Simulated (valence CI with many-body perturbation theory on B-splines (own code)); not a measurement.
Values are calculated unless marked as measured or tabulated.
# In34+: what each term of the Hamiltonian does

Method: configuration interaction combined with many-body perturbation theory (CI+MBPT): five valence electrons over a frozen Dirac-Fock core [Ne], a basis of 9 s, 9 p, 8 d, 6 f, 3 g, 1 h functions for each j, with the one-electron correlation potential Σ1 (screened to all orders), the two-electron term Σ2, the three-electron term Σ3, Breit, model QED; selected single and double excitations, second order for the rest (own B-spline code, finite nucleus).

The last digits are not significant, and no measured levels were compared; by estimate large intervals hold to a few tenths of a per cent, small ones and those within an open d or f shell to about a per cent. Among the levels kept, up to 580 cm⁻¹ of a level comes from second order outside the variational space, and about a tenth of that is noise between levels of different J, which matters for small intervals.

Each rung adds one term. CI alone is the Dirac-Coulomb CI over the frozen core; QED comes last and gives the full result, which names the levels. Energies are above (3s^2 3p1/2^2 3p3/2) J=3/2 on the same rung, in eV.

Levels are named by their leading jj configuration (3d3/2^4 stands for four electrons in 3d with j = 3/2), which in mixed levels can hold well under half, so a name can repeat and another be missing. Letters in brackets count levels of one name in rising energy.

| Level | CI alone |
| --- | --- |
| (3s^2 3p1/2 3p3/2^2) J=3/2 | 43.65 |
| (3s^2 3p1/2 3p3/2^2) J=5/2 | 50.98 |
| (3s^2 3p1/2 3p3/2^2) J=1/2 | 59.69 |
| (3s^2 3p3/2^3) J=3/2 | 104.16 |
| (3s 3p1/2^2 3p3/2^2) J=5/2 | 132.28 |
| (3s^2 3p1/2^2 3d3/2) J=3/2 | 132.91 |
| (3s 3p1/2^2 3p3/2^2) J=1/2 | 152.93 |
| (3s^2 3p1/2^2 3d5/2) J=5/2 | 155.31 |
| (3s 3p1/2^2 3p3/2^2) J=3/2 | 155.29 |
| (3s^2 3p1/2 3p3/2 3d3/2) J=3/2 [a] | 177.25 |
| (3s^2 3p1/2 3p3/2 3d3/2) J=5/2 [a] | 177.59 |
| (3s^2 3p1/2 3p3/2 3d3/2) J=1/2 [a] | 178.32 |
| (3s 3p1/2 3p3/2^3) J=3/2 [a] | 179.39 |
| (3s^2 3p1/2 3p3/2 3d3/2) J=7/2 | 184.38 |
| (3s^2 3p1/2 3p3/2 3d5/2) J=5/2 [a] | 187.07 |
| (3s^2 3p1/2 3p3/2 3d5/2) J=7/2 [a] | 189.63 |

Problem. What do these energies become with core correlation, Breit and QED?

Solution. (3s^2 3p1/2 3p3/2^2) J=3/2 43.18 (-0.474); (3s^2 3p1/2 3p3/2^2) J=5/2 50.30 (-0.679); (3s^2 3p1/2 3p3/2^2) J=1/2 59.11 (-0.578); (3s^2 3p3/2^3) J=3/2 103.04 (-1.116); (3s 3p1/2^2 3p3/2^2) J=5/2 131.36 (-0.922); (3s^2 3p1/2^2 3d3/2) J=3/2 132.01 (-0.895); (3s 3p1/2^2 3p3/2^2) J=1/2 151.94 (-0.992); (3s^2 3p1/2^2 3d5/2) J=5/2 153.83 (-1.480); (3s 3p1/2^2 3p3/2^2) J=3/2 154.14 (-1.148); (3s^2 3p1/2 3p3/2 3d3/2) J=3/2 [a] 175.82 (-1.428); (3s^2 3p1/2 3p3/2 3d3/2) J=5/2 [a] 176.04 (-1.544); (3s^2 3p1/2 3p3/2 3d3/2) J=1/2 [a] 176.96 (-1.356); (3s 3p1/2 3p3/2^3) J=3/2 [a] 177.96 (-1.430); (3s^2 3p1/2 3p3/2 3d3/2) J=7/2 182.60 (-1.777); (3s^2 3p1/2 3p3/2 3d5/2) J=5/2 [a] 185.39 (-1.683); (3s^2 3p1/2 3p3/2 3d5/2) J=7/2 [a] 187.80 (-1.836).

Problem. How does the ionisation energy move along the ladder, and which term matters most?

Solution. CI alone 2191.0, + Σ1 2191.8, + Σ2 2191.8, + Σ3 2191.5, + Breit 2190.3, + QED 2190.2 eV. The largest step is Breit, -1.2 eV. NIST lists 2207 ± 8 eV (semi-empirical).
